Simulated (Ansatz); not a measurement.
Frontier orbitals of H$_{7}$N$_{2}$PSn, SMILES `N[P](N)[SnH3]`.

The species carries charge 0 and has multiplicity 1. Correlated methods include outer-core shells of Sn, which these sets cover unevenly. Sn takes the def2 core potential. All single points use the PBE0-D4/def2-TZVP geometry. It is a higher conformer; a search finds a lower one. Basis def2-TZVPP, the Gaussian-basis code of Ansatz.

| functional | HOMO (eV) | LUMO (eV) | gap (eV) |
| --- | --- | --- | --- |
| PBE | -5.45 | -0.92 | 4.53 |
| PBE0 | -6.49 | -0.13 | 6.36 |
| r2SCAN0 | -6.61 | 0.04 | 6.65 |
| HSE06 (plane-wave form) | -6.10 | -0.50 | 5.60 |
| BHLYP | -7.42 | 0.62 | 8.04 |
| CAM-B3LYP | -7.73 | 0.75 | 8.48 |
| ωB97M-V | -8.54 | 1.44 | 9.98 |
| HF | -8.85 | 2.58 | 11.43 |

Against PBE, PBE0 changes HOMO and LUMO by −1.04 and +0.79 eV, ωB97M-V by −3.09 and +2.35 eV. A gap of 4.53 eV thus becomes 9.97 eV for the same molecule, so an orbital gap means little without its functional. A positive LUMO is unbound and depends on the basis.
